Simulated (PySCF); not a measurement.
# Excitation energy of Si(2+) by level of theory

Si(2+) [Ne] 3s2 (1S) → Si(2+) [Ne] 3s1 3d1 (3D), as a difference of total energies. Computed with PySCF 2.14 in aug-cc-pV(Q+d)Z, with the non-relativistic Hamiltonian (point nucleus). Correlated levels: valence: [Ne] frozen. The calculations carry no spin-orbit coupling.

```
           method  excitation energy (eV)
              UHF                  16.581
              LDA                  16.627
              PBE                  16.327
             PBE0                  16.544
           r2SCAN                  16.154
             MN15                  16.899
             BLYP                  16.544
              M06                  16.801
           B2PLYP                  17.102
    MP2 (valence)                  17.320
SCS-MP2 (valence)                  17.612
```

Problem. How much does correlation contribute at MP2 (valence)?

Solution. 17.320 − (16.581) = 0.739 eV, measured against UHF.

The promoted electron is Rydberg-like, and one or two diffuse shells describe it only roughly, which tends to raise the upper state.
